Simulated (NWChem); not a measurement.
The numbers come from NWChem runs, not from measurements. System: BiCl3, charge 0, spin multiplicity 1, at a geometry optimised with PBE0/def2-SVP with def2 effective core potentials on Bi. The structure started from a generated list of species. Level: G0W0@PBE/def2-SVPD with def2 effective core potentials on Bi, RI basis def2-svpd-rifit, no spin-orbit coupling.

Job file:

```
start mol
memory heap 200 mb stack 700 mb global 1700 mb
geometry units angstroms nocenter noautoz
  Bi     0.002103     0.446832     0.000000
  Cl    -1.083613    -0.722116     1.870969
  Cl    -1.083613    -0.722116    -1.870969
  Cl     2.156961    -0.737359     0.000000
  symmetry group Cs
end
basis spherical
  * library def2-svpd
end
ecp
  Bi library def2-ecp
end
basis "ri basis" bse spherical
  * library def2-svpd-rifit
end
dft
  xc xpbe96 cpbe96
  iterations 100
  direct
  tolerances tight
end
task dft energy
gw
  states alpha occ 4 vir 2
end
task dft gw
```

Output (cleaned and shortened):

```
             Northwest Computational Chemistry Package (NWChem) 7.3.0
             --------------------------------------------------------

                                NWChem Input Module
                                -------------------

 Scaling coordinates for geometry "geometry" by  1.889725989
 (inverse scale =  0.529177249)

 Turning off AUTOSYM since
 SYMMETRY directive was detected!

                             Geometry "geometry" -> ""
                             -------------------------

 Output coordinates in angstroms (scale by  1.889725989 to convert to a.u.)

  No.       Tag          Charge          X              Y              Z
 ---- ---------------- ---------- -------------- -------------- --------------
    1 Bi                  83.0000     0.00210300     0.44683200     0.00000000
    2 Cl                  17.0000    -1.08361300    -0.72211600     1.87096900
    3 Cl                  17.0000    -1.08361300    -0.72211600    -1.87096900
    4 Cl                  17.0000     2.15696100    -0.73735900     0.00000000

 Effective nuclear repulsion energy (a.u.)    1033.6229883785

            Nuclear Dipole moment (a.u.)
            ----------------------------
        X                 Y               Z
 ---------------- ---------------- ----------------
     0.0000831479     0.0000170075     0.0000000000

      Symmetry information
      --------------------

 Group name             Cs
 Group number              2
 Group order               2
 No. of unique centers     3

      Symmetry unique atoms

     1    2    4


 Summary of "ao basis" -> "" (spherical)
 ------------------------------------------------------------------------------
       Tag                 Description            Shells   Functions and Types
 ---------------- ------------------------------  ------  ---------------------
 *                         def2-svpd                  on all atoms

 Summary of "ri basis" -> "" (spherical)
 ------------------------------------------------------------------------------
       Tag                 Description            Shells   Functions and Types
 ---------------- ------------------------------  ------  ---------------------
 *                      def2-svpd-rifit               on all atoms

  pbe96 is a nonlocal functional; adding pw91lda local functional.

                                 NWChem DFT Module
                                 -----------------

 Summary of "ao basis" -> "ao basis" (spherical)
 ------------------------------------------------------------------------------
       Tag                 Description            Shells   Functions and Types
 ---------------- ------------------------------  ------  ---------------------
 Bi                        def2-svpd                12       32   5s4p3d
 Cl                        def2-svpd                11       27   5s4p2d

 Summary of "ao basis" -> "ao basis" (spherical)
 ------------------------------------------------------------------------------
       Tag                 Description            Shells   Functions and Types
 ---------------- ------------------------------  ------  ---------------------
 Bi                        def2-svpd                12       32   5s4p3d
 Cl                        def2-svpd                11       27   5s4p2d

      Symmetry analysis of basis
      --------------------------

        a'         68
        a"         45

            General Information
            -------------------
          SCF calculation type: DFT
          Wavefunction type:  closed shell.
          No. of atoms     :     4
          No. of electrons :    74
           Alpha electrons :    37
            Beta electrons :    37
          Charge           :     0
          Spin multiplicity:     1
          Use of symmetry is: on ; symmetry adaption is: on
          Maximum number of iterations: 100
          This is a Direct SCF calculation.
          AO basis - number of functions:   113
                     number of shells:    45
          Convergence on energy requested:  1.00D-06
          Convergence on density requested:  1.00D-05
          Convergence on gradient requested:  5.00D-04

              XC Information
              --------------
          PerdewBurkeErnzerhof Exchange Functional  1.000
            Perdew 1991 LDA Correlation Functional  1.000 local
           PerdewBurkeErnz. Correlation Functional  1.000 non-local

             Grid Information
             ----------------
          Grid used for XC integration:  medium
          Radial quadrature: Mura-Knowles
          Angular quadrature: Lebedev.
          Tag              B.-S. Rad. Rad. Pts. Rad. Cut. Ang. Pts.
          ---              ---------- --------- --------- ---------
          Bi                  1.60      123          11.0       590
          Cl                  1.00       88          13.0       590
          Grid pruning is: on
          Number of quadrature shells:   299
          Spatial weights used:  Erf1

          Convergence Information
          -----------------------
          Convergence aids based upon iterative change in
          total energy or number of iterations.
          Levelshifting, if invoked, occurs when the
          HOMO/LUMO gap drops below (HL_TOL):  1.00D-02
          DIIS, if invoked, will attempt to extrapolate
          using up to (NFOCK): 10 stored Fock matrices.

                    Damping( 0%)  Levelshifting(0.5)       DIIS
                  --------------- ------------------- ---------------
          dE  on:    start            ASAP                start
          dE off:    2 iters        100 iters           100 iters
[...]
      -------------------------------------------------

  Numbering of irreducible representations:

     1 a'          2 a"

  Orbital symmetries:

     1 a'          2 a"          3 a'          4 a'          5 a'
     6 a"          7 a'          8 a'          9 a"         10 a'
    11 a"         12 a'         13 a'         14 a"         15 a"
    16 a'         17 a'         18 a"         19 a'         20 a'
    21 a"         22 a'         23 a"         24 a'         25 a'
    26 a'         27 a"         28 a'         29 a"         30 a'
    31 a'         32 a"         33 a'         34 a'         35 a"
    36 a"         37 a'         38 a'         39 a"         40 a'
    41 a'         42 a"         43 a'         44 a'         45 a"
    46 a'         47 a"

   convergence    iter        energy       DeltaE   RMS-Dens  Diis-err    time
 ---------------- ----- ----------------- --------- --------- ---------  ------
 d= 0,ls=0.0,diis     1  -1594.2832396264 -1.97D+03  2.72D-02  9.45D-01     3.7
 d= 0,ls=0.0,diis     2  -1593.7160162510  5.67D-01  1.79D-02  4.10D+00     6.9
 d= 0,ls=0.0,diis     3  -1594.4096939462 -6.94D-01  2.66D-03  4.52D-02     8.9
 d= 0,ls=0.0,diis     4  -1594.4158934261 -6.20D-03  9.88D-04  1.05D-02    10.9
 d= 0,ls=0.0,diis     5  -1594.4174570905 -1.56D-03  1.07D-04  2.04D-04    13.5
 d= 0,ls=0.0,diis     6  -1594.4174832222 -2.61D-05  4.30D-05  2.37D-05    16.0
 d= 0,ls=0.0,diis     7  -1594.4174869865 -3.76D-06  8.33D-06  8.05D-07    18.9
 d= 0,ls=0.0,diis     8  -1594.4174871252 -1.39D-07  1.58D-06  3.08D-08    21.5

         Total DFT energy =    -1594.417487125166
      One electron energy =    -3026.364854120845
           Coulomb energy =     1158.228648594923
    Exchange-Corr. energy =     -101.340259332394
 Nuclear repulsion energy =      375.058977733151

 Numeric. integr. density =       74.000001108273

     Total iterative time =     20.5s

                  Occupations of the irreducible representations
                  ----------------------------------------------

                     irrep           alpha         beta
                     --------     --------     --------
                     a'               23.0         23.0
                     a"               14.0         14.0

                       DFT Final Molecular Orbital Analysis
                       ------------------------------------

 Vector   35  Occ=2.000000D+00  E=-2.909474D-01  Symmetry=a'
              MO Center=  7.2D-01, -6.8D-01,  1.8D-13, r^2= 5.3D+00
   Bfn.  Coefficient  Atom+Function         Bfn.  Coefficient  Atom+Function
  ----- ------------  ---------------      ----- ------------  ---------------
    98      0.344177  4 Cl px                99      0.317556  4 Cl py
    95      0.263944  4 Cl px                96      0.253956  4 Cl py
    44      0.232131  2 Cl px                71      0.232131  3 Cl px
    41      0.182893  2 Cl px                68      0.182893  3 Cl px
    45     -0.160705  2 Cl py                72     -0.160705  3 Cl py

 Vector   36  Occ=2.000000D+00  E=-2.863520D-01  Symmetry=a"
              MO Center= -3.2D-03, -7.0D-01,  2.6D-14, r^2= 5.8D+00
   Bfn.  Coefficient  Atom+Function         Bfn.  Coefficient  Atom+Function
  ----- ------------  ---------------      ----- ------------  ---------------
   100      0.362842  4 Cl pz                44     -0.314202  2 Cl px
    71      0.314202  3 Cl px                97      0.285255  4 Cl pz
    41     -0.247017  2 Cl px                68      0.247017  3 Cl px
    46     -0.181390  2 Cl pz                73     -0.181390  3 Cl pz
    94      0.164293  4 Cl pz                38     -0.142269  2 Cl px

 Vector   37  Occ=2.000000D+00  E=-2.855176D-01  Symmetry=a'
              MO Center= -2.4D-03, -5.3D-01,  1.1D-14, r^2= 5.8D+00
   Bfn.  Coefficient  Atom+Function         Bfn.  Coefficient  Atom+Function
  ----- ------------  ---------------      ----- ------------  ---------------
    45      0.343572  2 Cl py                72      0.343572  3 Cl py
    99      0.344289  4 Cl py                 3     -0.278253  1 Bi s
    42      0.262273  2 Cl py                69      0.262273  3 Cl py
    96      0.262708  4 Cl py                 4     -0.257406  1 Bi s
     1      0.189310  1 Bi s                 13     -0.173550  1 Bi py

 Vector   38  Occ=0.000000D+00  E=-1.274881D-01  Symmetry=a'
              MO Center=  1.0D-03,  2.2D-01, -2.4D-14, r^2= 5.1D+00
   Bfn.  Coefficient  Atom+Function         Bfn.  Coefficient  Atom+Function
  ----- ------------  ---------------      ----- ------------  ---------------
    13      0.554205  1 Bi py                16      0.456785  1 Bi py
     3     -0.444546  1 Bi s                  4     -0.324117  1 Bi s
     5      0.320157  1 Bi s                 98     -0.277398  4 Cl px
     7     -0.243197  1 Bi py                46     -0.240331  2 Cl pz
    73      0.240331  3 Cl pz                 1      0.236126  1 Bi s

 Vector   39  Occ=0.000000D+00  E=-1.117862D-01  Symmetry=a"
              MO Center= -8.0D-02,  3.2D-01,  1.6D-14, r^2= 4.7D+00
   Bfn.  Coefficient  Atom+Function         Bfn.  Coefficient  Atom+Function
  ----- ------------  ---------------      ----- ------------  ---------------
    14      0.606462  1 Bi pz                17      0.477034  1 Bi pz
     8     -0.263820  1 Bi pz                45     -0.199671  2 Cl py
    72      0.199671  3 Cl py                29      0.170856  1 Bi d -1
    44     -0.157520  2 Cl px                71      0.157520  3 Cl px
   100     -0.148599  4 Cl pz                42     -0.134975  2 Cl py

 Vector   40  Occ=0.000000D+00  E=-1.117856D-01  Symmetry=a'
              MO Center=  8.3D-02,  3.2D-01, -5.0D-16, r^2= 4.7D+00
   Bfn.  Coefficient  Atom+Function         Bfn.  Coefficient  Atom+Function
  ----- ------------  ---------------      ----- ------------  ---------------
    12      0.606455  1 Bi px                15      0.477027  1 Bi px
     6     -0.263816  1 Bi px                99     -0.232415  4 Cl py
    98      0.211922  4 Cl px                28      0.171280  1 Bi d -2
    46     -0.156573  2 Cl pz                73      0.156573  3 Cl pz
    96     -0.157156  4 Cl py                90     -0.151571  4 Cl s

 center of mass
 --------------
 x =   0.00048483 y =   0.10289713 z =   0.00000000

 moments of inertia (a.u.)
 ------------------
        1218.070159402745           2.494483513891           0.000000000000
           2.494483513891        1748.512782410174           0.000000000000
           0.000000000000           0.000000000000        1218.056531014391

     Multipole analysis of the density
     ---------------------------------

     L   x y z        total         alpha         beta         nuclear
     -   - - -        -----         -----         ----         -------
     0   0 0 0      0.000000    -37.000000    -37.000000     74.000000

     1   1 0 0      0.006998      0.122680      0.122680     -0.238362
     1   0 1 0      1.477699     26.070542     26.070542    -50.663386
     1   0 0 1      0.000000      0.000000      0.000000      0.000000

     2   2 0 0    -53.553833   -239.283199   -239.283199    425.012566
     2   1 1 0      0.024358      0.746586      0.746586     -1.468814
     2   1 0 1     -0.000000     -0.000000     -0.000000      0.000000
     2   0 2 0    -48.365656    -80.542036    -80.542036    112.718416
     2   0 1 1      0.000000      0.000000      0.000000      0.000000
     2   0 0 2    -53.554108   -239.287252   -239.287252    425.020396

 Task  times  cpu:       21.5s     wall:       21.5s

                                NWChem Input Module
                                -------------------

                                 NWChem GW Module
                                 ----------------

                             ***********************
                             ***        GW       ***
                             ***********************

 Summary of "ri basis" -> "ri basis" (spherical)
 ------------------------------------------------------------------------------
       Tag                 Description            Shells   Functions and Types
 ---------------- ------------------------------  ------  ---------------------
 Bi                     def2-svpd-rifit             35      137   10s9p8d6f2g
 Cl                     def2-svpd-rifit             24       78   9s6p6d3f

                 Memory Information
                 ------------------
          Available GA per process is          1699.9 MBs
          Available stack per process is        700.0 MBs
          Available heap per process is           0.0 MBs

          Peak memory in Initialization
              Peak GA per process is                 13.5 MBs
              Peak stack per process is               0.1 MBs
              Peak heap per process is               14.0 MBs
              Memory not in MA per process            0.0 MBs

          Peak memory in AFF Calculation
              Peak GA per process is                 80.6 MBs
              Peak stack per process is              60.3 MBs
              Peak heap per process is                0.0 MBs
              Memory not in MA per process           60.3 MBs

          Computing 2-center integrals
          Computing Inverse Cholesky factor
          Computing 3-center integrals
          Computing V_xc ...

          Computing Sigma_x
          Computing RPA polarizability
          Solving quasiparticle equations

                  Alpha Orbitals
          State     Energy (eV)     Error (eV)
          -----------------------------------
@GW        34        -10.014           0.005
@GW        35        -10.014           0.005
@GW        36         -9.925           0.005
@GW        37         -9.749           0.005
@GW        38         -0.530           0.002
@GW        39         -0.181           0.002

   Applying  -1.9797 eV scissor-shift to rest of particle states

   Applying   2.9392 eV scissor-shift to rest of hole states

     GW Timing Statistics
   ------------------------
   Init.   :          0.2s
     ERIs  :          2.8s
     Distr.:          0.1s
     Vxc   :          0.8s
   Sigma_x :          0.0s
   RPA     :         10.4s
   Wmn     :          0.1s
   Sigma_c :          0.1s
   GW total:         14.4s

 Task  times  cpu:       14.4s     wall:       14.4s

 Total times  cpu:       36.0s     wall:       36.0s
```
